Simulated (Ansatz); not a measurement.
Relaxation of BClFH₃O (7 atoms, charge 0, multiplicity 1), to a largest force component of 0.03 eV/Å in at most 50 steps.

Method: RKS PBE0-D4/cc-pVDZ in Ansatz 0.2.0.

```xyz
7
Properties=species:S:1:pos:R:3:forces:R:3
B -0.060 -0.303 -0.089 0.02 -0.09 -0.36
H 0.044 -0.466 1.095 0.01 -0.11 0.30
O 0.965 -0.438 -0.950 -0.01 -0.01 0.01
H 1.796 -0.627 -0.500 -0.01 0.00 -0.02
F -1.264 -0.028 -0.587 -0.04 -0.02 -0.03
Cl 0.269 2.511 1.075 -0.19 -0.80 0.51
H -0.013 1.323 1.611 0.21 1.04 -0.41
```

Where does it end, and by what steps?

The forces met the threshold. The force dipped under the threshold on the way, but the program's further checks kept it going. After 30 steps the energy has fallen by 0.209 eV; H7 moved furthest, 1.04 Å.

```json
{"step": "0", "energy less start (eV)": "0.0000", "largest force component (eV/Å)": "1.040", "accepted": "yes"}
{"step": "2", "energy less start (eV)": "-0.0669", "largest force component (eV/Å)": "0.620", "accepted": "yes"}
{"step": "4", "energy less start (eV)": "-0.0567", "largest force component (eV/Å)": "1.011", "accepted": "no"}
{"step": "6", "energy less start (eV)": "-0.0915", "largest force component (eV/Å)": "0.078", "accepted": "yes"}
{"step": "8", "energy less start (eV)": "-0.0808", "largest force component (eV/Å)": "0.813", "accepted": "no"}
{"step": "10", "energy less start (eV)": "-0.0966", "largest force component (eV/Å)": "0.346", "accepted": "yes"}
{"step": "12", "energy less start (eV)": "-0.1037", "largest force component (eV/Å)": "0.060", "accepted": "yes"}
{"step": "14", "energy less start (eV)": "-0.1142", "largest force component (eV/Å)": "0.268", "accepted": "yes"}
{"step": "16", "energy less start (eV)": "-0.1348", "largest force component (eV/Å)": "0.957", "accepted": "yes"}
{"step": "18", "energy less start (eV)": "-0.1715", "largest force component (eV/Å)": "0.760", "accepted": "yes"}
{"step": "20", "energy less start (eV)": "-0.1921", "largest force component (eV/Å)": "0.254", "accepted": "yes"}
{"step": "22", "energy less start (eV)": "-0.2017", "largest force component (eV/Å)": "0.172", "accepted": "yes"}
{"step": "24", "energy less start (eV)": "-0.2049", "largest force component (eV/Å)": "0.142", "accepted": "no"}
{"step": "26", "energy less start (eV)": "-0.2066", "largest force component (eV/Å)": "0.111", "accepted": "yes"}
{"step": "28", "energy less start (eV)": "-0.2082", "largest force component (eV/Å)": "0.052", "accepted": "yes"}
{"step": "30", "energy less start (eV)": "-0.2088", "largest force component (eV/Å)": "0.021", "accepted": "yes"}
```

```xyz
7
Properties=species:S:1:pos:R:3
B 0.174 -0.536 -0.009
H 0.264 -1.362 0.861
O 0.963 -0.451 -1.090
H 1.640 -1.137 -1.106
F -0.799 0.397 0.086
Cl -0.001 2.995 1.833
H -0.503 2.066 1.080
```

Whether the end is a true minimum wasn't checked by a vibrational analysis.

Run time: 110 s on 1 thread of Intel(R) Xeon(R) Platinum 8259CL CPU @ 2.50GHz (Skylake/Cascade Lake), on a shared host, peak memory 0.18 GiB.
